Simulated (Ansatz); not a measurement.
C$_{2}$H$_{6}$F$_{2}$Si (`CC(F)(F)[SiH3]`). The species carries charge 0 and has multiplicity 1. The geometry is a stationary point of PBE0-D4/def2-TZVP.

```xyz
11

C    -0.135   -1.004   -1.026
C    -0.514    0.251   -0.293
F    -1.817    0.138    0.131
F    -0.498    1.302   -1.181
Si    0.573    0.729    1.223
H     0.880   -0.920   -1.416
H    -0.827   -1.156   -1.857
H    -0.188   -1.862   -0.354
H     1.971    0.912    0.758
H     0.044    1.985    1.805
H     0.511   -0.377    2.211
```

(1) What is the dipole moment at PBE/def2-TZVPP? (An estimate is asked.)

(2) And with r2SCAN, B3LYP, ωB97M-V? (Best estimate.)

(3) Give the Mulliken charges with PBE, r2SCAN, ωB97M-V in def2-TZVPP. (An estimate is asked.)

Answers

(1) Computed: 1.88 D, with components (1.36, -1.29, 0.22) D in this frame, pointing from negative to positive charge.

(2) Ansatz gave: r2SCAN 1.98 D, B3LYP 2.06 D, ωB97M-V 2.07 D.

(3) Computed: 
```tsv
atom	PBE	r2SCAN	ωB97M-V
C1	-0.26	-0.16	-0.30
C2	0.26	0.30	0.24
F3	-0.17	-0.21	-0.21
F4	-0.17	-0.21	-0.21
Si5	0.17	0.26	0.15
H6	0.10	0.06	0.12
H7	0.10	0.06	0.12
H8	0.10	0.06	0.12
H9	-0.04	-0.06	-0.01
H10	-0.03	-0.05	0.00
H11	-0.04	-0.06	-0.01
```

B3LYP here is the variant with VWN-RPA as its local correlation; programs differ in this.
